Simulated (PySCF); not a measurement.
CH₅NbO₃, SMILES [CH3][Nb](=[O])([OH])[OH], multiplicity 1.

Coordinates come from a B3LYP-D3(BJ)/def2-SVP optimisation. The spin state was assumed, not searched. The structure was generated by enumeration; whether it is a known compound was not checked. The def2 effective core potentials stand for the cores of Nb; spin–orbit coupling is left out. Other conformers were not sampled.

Level of theory: B3LYP-D3(BJ)/def2-SVP (PySCF 2.14.0).

Frequencies are harmonic and unscaled.

```json
[
 {"mode": "1", "ν (cm⁻¹)": "134", "IR (km/mol)": "0.1", "moving atoms (share of kinetic energy)": "H 98 %"},
 {"mode": "2", "ν (cm⁻¹)": "162", "IR (km/mol)": "0.2", "moving atoms (share of kinetic energy)": "O 33 %, C 30 %, H 29 %"},
 {"mode": "3", "ν (cm⁻¹)": "168", "IR (km/mol)": "0.8", "moving atoms (share of kinetic energy)": "O 47 %, H 23 %, C 17 %, Nb 13 %"},
 {"mode": "4", "ν (cm⁻¹)": "186", "IR (km/mol)": "1.8", "moving atoms (share of kinetic energy)": "O 59 %, H 18 %, Nb 18 %"},
 {"mode": "5", "ν (cm⁻¹)": "208", "IR (km/mol)": "0.6", "moving atoms (share of kinetic energy)": "O 68 %, H 17 %, C 8 %"},
 {"mode": "6", "ν (cm⁻¹)": "219", "IR (km/mol)": "16.2", "moving atoms (share of kinetic energy)": "O 70 %, H 22 %"},
 {"mode": "7", "ν (cm⁻¹)": "369", "IR (km/mol)": "242.6", "moving atoms (share of kinetic energy)": "H 81 %, O 17 %"},
 {"mode": "8", "ν (cm⁻¹)": "390", "IR (km/mol)": "18.8", "moving atoms (share of kinetic energy)": "H 78 %, O 21 %"},
 {"mode": "9", "ν (cm⁻¹)": "486", "IR (km/mol)": "118.5", "moving atoms (share of kinetic energy)": "H 73 %, O 27 %"},
 {"mode": "10", "ν (cm⁻¹)": "496", "IR (km/mol)": "98.1", "moving atoms (share of kinetic energy)": "H 64 %, C 21 %, O 13 %"},
 {"mode": "11", "ν (cm⁻¹)": "548", "IR (km/mol)": "121.8", "moving atoms (share of kinetic energy)": "C 42 %, H 32 %, Nb 15 %, O 11 %"},
 {"mode": "12", "ν (cm⁻¹)": "565", "IR (km/mol)": "17.9", "moving atoms (share of kinetic energy)": "H 78 %, C 17 %"},
 {"mode": "13", "ν (cm⁻¹)": "616", "IR (km/mol)": "5.2", "moving atoms (share of kinetic energy)": "H 77 %, C 18 %"},
 {"mode": "14", "ν (cm⁻¹)": "724", "IR (km/mol)": "81.2", "moving atoms (share of kinetic energy)": "O 78 %, Nb 11 %, H 11 %"},
 {"mode": "15", "ν (cm⁻¹)": "754", "IR (km/mol)": "170.6", "moving atoms (share of kinetic energy)": "O 62 %, Nb 25 %, H 12 %"},
 {"mode": "16", "ν (cm⁻¹)": "1020", "IR (km/mol)": "174.1", "moving atoms (share of kinetic energy)": "O 84 %, Nb 15 %"},
 {"mode": "17", "ν (cm⁻¹)": "1183", "IR (km/mol)": "3.3", "moving atoms (share of kinetic energy)": "H 79 %, C 21 %"},
 {"mode": "18", "ν (cm⁻¹)": "1404", "IR (km/mol)": "5.7", "moving atoms (share of kinetic energy)": "H 94 %"},
 {"mode": "19", "ν (cm⁻¹)": "1408", "IR (km/mol)": "6.1", "moving atoms (share of kinetic energy)": "H 95 %"},
 {"mode": "20", "ν (cm⁻¹)": "3008", "IR (km/mol)": "0.5", "moving atoms (share of kinetic energy)": "H 97 %"},
 {"mode": "21", "ν (cm⁻¹)": "3107", "IR (km/mol)": "6.6", "moving atoms (share of kinetic energy)": "H 91 %, C 9 %"},
 {"mode": "22", "ν (cm⁻¹)": "3108", "IR (km/mol)": "5.0", "moving atoms (share of kinetic energy)": "H 91 %, C 9 %"},
 {"mode": "23", "ν (cm⁻¹)": "3879", "IR (km/mol)": "344.7", "moving atoms (share of kinetic energy)": "H 94 %"},
 {"mode": "24", "ν (cm⁻¹)": "3883", "IR (km/mol)": "113.5", "moving atoms (share of kinetic energy)": "H 94 %"}
]
```
